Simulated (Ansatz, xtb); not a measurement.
**BFH4PSi+: 6 structures ranked**

6 gas-phase structures of BFH4PSi+, found in a search over its isomers (lower ones may exist). Each was relaxed with GFN2-xTB; where two conformers were screened, the lower at r2SCAN-D4/def2-SVP is listed:

A. `FPB[SiH2+]`, a singlet
B. `B[PH2+][Si]F`, a singlet
C. `F[SiH+]BP`, a singlet
D. a singlet given by its coordinates
E. `FB[PH2+][SiH]`, a singlet
F. a singlet given by its coordinates

D (Å):

```yaml
atoms:
  - { symbol: B, position_ang: [3.0277, 0.3856, 0.2928] }
  - { symbol: F, position_ang: [4.2804, 0.2186, 0.0191] }
  - { symbol: P, position_ang: [1.8020, 0.0558, -1.1496] }
  - { symbol: Si, position_ang: [0.3302, -1.2893, -0.2883] }
  - { symbol: H, position_ang: [2.7152, 0.7953, 1.3412] }
  - { symbol: H, position_ang: [2.5580, -0.8358, -1.9228] }
  - { symbol: H, position_ang: [-0.7995, -0.6714, 0.3995] }
  - { symbol: H, position_ang: [0.1750, -2.7465, -0.2639] }
```

Close contacts (Å): B1–F2 1.29, B1–P3 1.92, P3–Si4 2.17, B1–H5 1.17, P3–H6 1.40, Si4–H7 1.46, Si4–H8 1.47.

F (Å):

```xyz
8

B    -1.3263    2.3702   -0.9490
F    -0.3179   -1.9626    0.3211
P    -0.2359    0.9013   -0.7122
Si   -1.3174   -0.9421   -0.3643
H    -0.9616    3.4150   -0.5844
H    -2.3091    2.2818   -1.5690
H     0.4002    0.9958    0.5386
H    -2.5171   -1.7465   -0.5120
```

Close contacts (Å): B1–P3 1.84, F2–Si4 1.58, P3–Si4 2.17, B1–H5 1.17, B1–H6 1.17, P3–H7 1.41, Si4–H8 1.45.

**Question.** Make a reasoned guess at their ranking by r2SCAN-D4/def2-SVP single-point energy.

**Answer.** Calculated order at r2SCAN-D4/def2-SVP: D (0.0), C (4.8), F (9.8), B (11.3), E (13.2), A (42.2) kcal/mol.

Energies above the lowest of each column, in kcal/mol; the last columns are at B3LYP-D3(BJ)/6-311G** geometries and were run for some of them only (a dash: not run or not comparable):

```json
{"structure": "D", "GFN2-xTB": "6.7", "HF/STO-3G": "5.1", "r2SCAN-D4/def2-SVP": "0.0", "B3LYP-D3(BJ)/6-311G**": "0.0", "CCSD(T)/def2-TZVP": "0.0"}
{"structure": "C", "GFN2-xTB": "0.0", "HF/STO-3G": "47.6", "r2SCAN-D4/def2-SVP": "4.8", "B3LYP-D3(BJ)/6-311G**": "9.6", "CCSD(T)/def2-TZVP": "–"}
{"structure": "F", "GFN2-xTB": "1.3", "HF/STO-3G": "35.9", "r2SCAN-D4/def2-SVP": "9.8", "B3LYP-D3(BJ)/6-311G**": "7.5", "CCSD(T)/def2-TZVP": "2.2"}
{"structure": "B", "GFN2-xTB": "10.6", "HF/STO-3G": "12.4", "r2SCAN-D4/def2-SVP": "11.3", "B3LYP-D3(BJ)/6-311G**": "–", "CCSD(T)/def2-TZVP": "–"}
{"structure": "E", "GFN2-xTB": "20.3", "HF/STO-3G": "0.0", "r2SCAN-D4/def2-SVP": "13.2", "B3LYP-D3(BJ)/6-311G**": "–", "CCSD(T)/def2-TZVP": "–"}
{"structure": "A", "GFN2-xTB": "16.1", "HF/STO-3G": "81.5", "r2SCAN-D4/def2-SVP": "42.2", "B3LYP-D3(BJ)/6-311G**": "–", "CCSD(T)/def2-TZVP": "–"}
```

CCSD(T)/def2-TZVP puts D lowest of those it was run on; GFN2-xTB picks C, HF/STO-3G picks E. Some further structures that were screened fall inside this span and aren't listed. Flexible structures stand in one conformer each, not always the lowest. Frequencies (B3LYP-D3(BJ)/6-311G**) were run for D, F alone.

Over these structures GFN2-xTB departs from r2SCAN-D4/def2-SVP by 8.7 kcal/mol on average once a common shift is removed. A GFN2-xTB relaxation took about 0.1 s and the r2SCAN-D4/def2-SVP energy about 0.62 s on a shared host (Ansatz 0.2.0, xtb 6.7.1 (Pople sets with spherical d functions)).
